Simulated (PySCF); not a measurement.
Si(F)2 anion (F₂Si), SMILES F[Si]F (connectivity only; charge and spin as stated), charge -1, multiplicity 2. Atoms are numbered in the order given.

```xyz
3

Si     0.0000     0.0000     0.6380
F      0.0000     1.2832    -0.4962
F      0.0000    -1.2832    -0.4962
```
Charge -1, spin multiplicity 2.

Geometry optimised at PBE-D3(BJ)/def2-TZVPD. The spin state was assumed, not searched. The isomer is the one that the SMILES or the coordinates give; other isomers of the formula were not compared.

All values below come from PBE0/pcH-1 in PySCF.

Unrestricted Kohn–Sham, ⟨S²⟩ = 0.755. Hyperfine tensors hold the contact and dipolar terms, without spin-orbit corrections.

Computed hyperfine couplings:
```tsv
nucleus	A(iso) (MHz)	A(iso) (G)	dipolar principal values (MHz)
29Si no. 1	-33.4	-11.9	-166.9, 77.7, 89.2
19F no. 2	112.9	40.3	-132.8, -113.9, 246.7
19F no. 3	112.9	40.3	-132.8, -113.9, 246.7
```

Task: And the g tensor (effective nuclear charges for spin-orbit coupling, GIAO)? (Estimate from the structure and the level; the computed values follow.)

Result: principal values 1.9955, 2.0022, 2.0029; isotropic 2.0002.
